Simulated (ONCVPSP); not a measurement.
As (Z = 33), ONCV: configuration errors across variants

arsenic (As), optimised norm-conserving Vanderbilt (ONCV), made with ONCVPSP 4.0.1 (PW91, fully relativistic). Core [Ne], reference 3s2 3p6 3d10 4s1.75 4p3.25. Waves: 3s+4s: rc 0.80 bohr, ncon 4, nbas 8, qcut 11.9 1/bohr, 2 projectors; 3p+4p: rc 1.05 bohr, ncon 5, nbas 9, qcut 10.8 1/bohr, 3 projectors, debl 2.1 Ha; 3d: rc 0.60 bohr, ncon 4, nbas 8, qcut 17.9 1/bohr, 2 projectors, debl 1.1 Ha. Local part: polynomial inside 0.50 bohr (lpopt 5, dvloc0 3 Ha). Core correction: none.

Open shells are filled in proportion to 2j + 1.

In the d channel the program set the typed energies aside and used -1.501, 0.250 Ha (j = l + 1/2; the other j can differ).

All-electron excitation energies from the reference (eV): (1) 3s2 3p6 3d10 4s2 4p3 -2.337; (2) 3s2 3p6 3d10 4s2 4p2 6.873; (3) 3s2 3p6 3d10 4s2 4p1 24.876; (4) 3s2 3p6 3d9 4s2 4p3 48.585.

2 further variants failed, have other tests or another functional or relativity, and are left out.

A true bound ghost makes a file unfit for plane-wave use even where its test errors are small: the radial tests pick states by their node count and pass the ghost by.

Errors AE − PS in meV (a dash: test not solved or not reliable):

| change | (1) | (2) | (3) | (4) | bound ghosts | GHOST(+) flags above zero |
| --- | --- | --- | --- | --- | --- | --- |
| base | -0.2 | +0.2 | +0.9 | +20 | none | s, p3/2 |
| d: rc 0.64 | -0.2 | +0.2 | +0.9 | +22 | none | s, p3/2 |
| p: nproj 4 | -0.2 | +0.3 | +1.3 | +20 | p3/2 | s, p1/2 |
| all radii scaled by about 1.22 (s 0.98, p 1.28, d 0.74 bohr); local potential polynomial inside 0.62 bohr (lpopt 5, dvloc0 3 Ha) | -0.1 | +0.1 | +0.7 | +32 | none | none |
| d: debl 3 | -0.2 | +0.2 | +0.9 | +20 | none | s, p3/2 |
| local potential polynomial inside 0.50 bohr (lpopt 5, dvloc0 0 Ha) | -0.2 | 0.0 | +0.5 | +20 | none | s, p3/2 |

Give the same row for: local potential polynomial inside 0.55 bohr (lpopt 5, dvloc0 3 Ha).

-0.2, +0.5, +1.7, +20; bound ghosts: none; GHOST(+) flags above zero: s, p3/2.
